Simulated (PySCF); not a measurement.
ReO2Cl, SMILES [O]=[Re](=[O])[Cl] (connectivity only; charge and spin as stated), neutral, multiplicity 3.

The structure is a stationary point at PBE-D3(BJ)/def2-SVP. The multiplicity is an assumed one; other spin states were not compared. The def2 effective core potentials stand for the cores of Re; spin–orbit coupling is left out.

All values below come from TDA-PBE/def2-SVPD run with PySCF.

Vertical excitations. 

```
state    energy (eV)  λ (nm)      f                             main pairs
-------  -----------  ------  -----  -------------------------------------
root 1          1.71     726  0.002                       α HOMO→LUMO 97 %
root 2          2.71     458  0.000                      β HOMO→LUMO 100 %
root 3          2.91     426  0.001                    β HOMO−1→LUMO 100 %
root 4          3.04     407  0.005                     β HOMO−2→LUMO 98 %
root 5          3.12     398  0.000                     α HOMO−1→LUMO 96 %
root 6          3.16     393  0.000                     α HOMO→LUMO+1 96 %
root 7          3.29     377  0.001                     β HOMO−3→LUMO 99 %
root 8          3.58     346  0.000                     β HOMO→LUMO+1 99 %
root 9          3.66     338  0.000                     α HOMO→LUMO+2 93 %
root 10         3.77     329  0.000  α HOMO−2→LUMO 87 %, β HOMO→LUMO+2 7 %
```
Unrestricted roots are not spin-pure.
